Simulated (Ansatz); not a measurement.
C$_{2}$H$_{6}$AlNO$_{3}$, SMILES `CC#[N+][Al-]([OH])([OH])[OH]`. Total charge 0; spin multiplicity 1.

```xyz
13

C    -1.347   -1.674   -1.989
C    -0.684   -0.850   -1.010
N    -0.159   -0.197   -0.234
Al    0.770    0.956    1.136
O     2.054    1.573    0.178
O     1.168   -0.239    2.304
O    -0.507    2.036    1.525
H    -2.305   -1.226   -2.257
H    -0.725   -1.756   -2.881
H    -1.518   -2.669   -1.576
H     2.951    1.308    0.370
H     0.738   -0.221    3.157
H    -0.434    2.956    1.278
```

Problem. Give the diagnostics of a CCSD(T)/def2-TZVPP run (frozen core, Ansatz). (An estimate is asked.)

Solution. The calculation gave: T1 = 0.0123, largest single amplitude 0.012, largest double 0.046, (T) share of the correlation energy 3.8 %, 9 CCSD cycles. The RHF solution is stable towards an unrestricted one. T1 lies under the customary mark of 0.02 for closed shells.
